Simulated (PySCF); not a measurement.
A geometry optimisation on 2,4-dimethyl-3-ethylpentane, `CCC(C(C)C)C(C)C`.

Computed with PBE0-D3(BJ)/def2-SVP geometry optimisation, gas phase (PySCF 2.14.0). Start geometry: GFN2-xTB. A driver script takes a list of jobs; this job's settings line and coordinates (Å) are shown.

Input:
```
{"job": {"xc": "PBE0", "basis": "def2-SVP", "d3": "d3bj", "grid": 2, "kind": "geom"}, "charge": 0, "multiplicity": 1}
C     -1.929161    -1.878077     0.811285
C     -0.649970    -1.507879     0.067095
C     -0.131637    -0.102901     0.406109
C      1.366782     0.069183     0.055046
C      1.822329    -0.658949    -1.210856
C      2.234981    -0.388258     1.228949
C     -1.042294     1.008474    -0.164251
C     -0.907247     1.234733    -1.667921
C     -0.830147     2.329588     0.577335
H     -2.200296    -2.909433     0.595545
H     -1.786903    -1.780564     1.885731
H     -2.763511    -1.245894     0.518080
H      0.115907    -2.233880     0.345026
H     -0.818636    -1.599641    -1.006342
H     -0.203354    -0.003275     1.496479
H      1.555951     1.136906    -0.092245
H      1.807867    -1.736490    -1.070195
H      1.198475    -0.414887    -2.063942
H      2.845117    -0.369103    -1.446019
H      3.290268    -0.274400     0.989419
H      2.051689    -1.435999     1.457951
H      2.022501     0.199826     2.119294
H     -2.075112     0.699188     0.028094
H      0.073019     1.630839    -1.919136
H     -1.654066     1.954885    -1.997541
H     -1.067998     0.312179    -2.219571
H      0.178341     2.708888     0.429956
H     -1.527796     3.080509     0.212219
H     -0.995006     2.202385     1.645268
```

Output:
```
step   0  E = -354.33952943  max force = 0.012547
step   1  E = -354.34230802  max force = 0.002279
step   2  E = -354.34236022  max force = 0.000380
step   3  E = -354.34237546  max force = 0.000364
step   4  E = -354.34239260  max force = 0.000824
step   5  E = -354.34240340  max force = 0.000434
optimisation converged
```

Energies in Eh; «max force» is the largest Cartesian gradient component in Eh/bohr.

Task: Give the first gradient maximum in eV/Å.

Result: With 1 Eh/bohr = 51.422 eV/Å, 0.645 eV/Å.

Summary of the converged run: final energy -354.34240 Eh after 5 steps; dipole 0.11 D.

Task: Where do the atoms end?

Result: 0.080 Å rms from the input after alignment:
```
atom  x, y, z in Å
C1    -1.7962   -1.9603    0.7136
C2    -0.4833   -1.5872    0.0400
C3     0.0204   -0.1746    0.3583
C4     1.5242    0.0047    0.0266
C5     1.9809   -0.6571   -1.2737
C6     2.3925   -0.4800    1.1859
C7    -0.8946    0.9334   -0.2124
C8    -0.8425    1.0940   -1.7289
C9    -0.6538    2.2742    0.4763
H10   -2.0782   -2.9993    0.4849
H11   -1.7207   -1.8691    1.8093
H12   -2.6300   -1.3201    0.3871
H13    0.2864   -2.3123    0.3537
H14   -0.5797   -1.7161   -1.0512
H15   -0.0596   -0.0633    1.4559
H16    1.7070    1.0884   -0.0777
H17    1.9479   -1.7552   -1.2016
H18    1.3701   -0.3627   -2.1376
H19    3.0234   -0.3791   -1.4945
H20    3.4641   -0.3552    0.9640
H21    2.2226   -1.5505    1.3891
H22    2.1724    0.0734    2.1118
H23   -1.9260    0.6339    0.0430
H24    0.1295    1.4905   -2.0622
H25   -1.6146    1.8032   -2.0656
H26   -1.0188    0.1434   -2.2552
H27    0.3577    2.6620    0.2737
H28   -1.3682    3.0336    0.1220
H29   -0.7657    2.1902    1.5686
```

Task: Estimate the wall time. Hardware: an Arm Neoverse V2 with one thread, no GPU, shared host with 96 logical CPUs at a one-minute load of 24. And the peak memory of the process?

Result: About 2.5 min, with 1.1 GiB resident at the peak, the Python interpreter and its libraries included.
Labels such as C1 count atoms from 1, the log's own numbers from 0.
